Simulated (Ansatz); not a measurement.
C₂H₄GaN. Charge 0, multiplicity 1. Correlated methods include outer-core shells of Ga, which these sets cover unevenly. Scalar relativity is left out up to krypton. The bonds changed during the relaxation, so this is another structure than the one it started from.

Cartesian coordinates in Å:
```
N 0.8674 -1.0275 0.0233
C -0.2586 -0.2654 -0.0269
C -0.2724 1.0816 -0.0996
Ga -2.2722 -0.5487 -0.1413
H 1.7585 -0.5962 0.2196
H 0.7944 -1.9889 0.2978
H 0.6069 1.7260 -0.0975
H -1.2239 1.6193 -0.1753
```

(1) Give the diagnostics of a CCSD(T)/def2-TZVPP run (frozen core, the Gaussian-basis code of Ansatz). (Best estimate.)

Answers

(1) Computed: T1 = 0.0139, largest single amplitude 0.028, largest double 0.066, (T) share of the correlation energy 4.5 %, 10 CCSD cycles. The RHF solution is stable towards an unrestricted one. T1 lies under the customary mark of 0.02 for closed shells.
